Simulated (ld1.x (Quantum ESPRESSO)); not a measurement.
## Configuration tests for Tm (ultrasoft)

ld1.x (Quantum ESPRESSO) 7.5 input, shortened:

```
&input
   title='Tm', zed=69., rel=1, dft='PBE', iswitch=3,
   config='[Xe] 4f12 5d1 6s1.75 6p0.25'
 /
 &inputp
   pseudotype=3, tm=.true., lloc=-1, rcloc=3.68,
   nlcc=.false.,
   which_augfun='PSQ', rmatch_augfun_nc=.true.
 /
6
6S  1  0   1.75   0.00  3.26  3.84  0.0
6S  1  0   0.00   0.35  3.26  3.84  0.0
6P  2  1   0.25   0.00  4.20  4.44  0.0
6P  2  1   0.00   3.90  4.20  4.44  0.0
5D  3  2   1.00   0.00  2.80  3.84  0.0
5D  3  2   0.00   1.05  2.80  3.84  0.0
 &test
   configts(1)='5d1 6s1.75 6p0.25'
 /
```

Energies are relative to the spin-unpolarised reference configuration 5d1 6s1.75 6p0.25; without spin polarisation the order of configurations can differ from experiment. Not all tests gave a result: test run stopped at test 5 of 7 (negative rho).

Problem. Give the all-electron excitation energy and the error of the potential for: 5d1 6s2 6p0; 5d1 6s1 6p0; 5d1 6s0 6p0; 5d1 6s0 6p1.

Solution.

| valence configuration | charge | ΔE all-electron (eV) | error AE − PS (meV) |
| --- | --- | --- | --- |
| 5d1 6s2 6p0 | 0 | -0.794 | +1.2 |
| 5d1 6s1 6p0 | +1 | 6.354 | -3.8 |
| 5d1 6s0 6p0 | +2 | 19.288 | +180 |
| 5d1 6s0 6p1 | +1 | 10.399 | +72 |
